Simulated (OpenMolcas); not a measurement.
A run on Tc4+ among 4 point charges of -2 e arranged as a tetrahedron (Td), 2.06 Å from the ion.

* Program: OpenMolcas
* Method: CASSCF
* Basis: ANO-RCC-VDZP [6s5p3d1f]
* Scalar Hamiltonian: DKH2, point nucleus
* Active space: 3 electrons in 5 orbitals (4d)
* State averaging: 2S+1 = 4 even, 10 roots; 2S+1 = 2 even, 40 roots
* Spin-orbit coupling: RASSI with atomic mean-field integrals over the reference wave functions

43 basis functions. Blocks (2S+1, parity, CSFs, roots kept): 4, even, 10, 10; 2, even, 40, 40.

Question: How long do the RASSCF and RASSI steps take on 1 thread of Arm Neoverse V2, with other jobs on the host?

Answer: About 9.4 s of wall time, without the integral step.
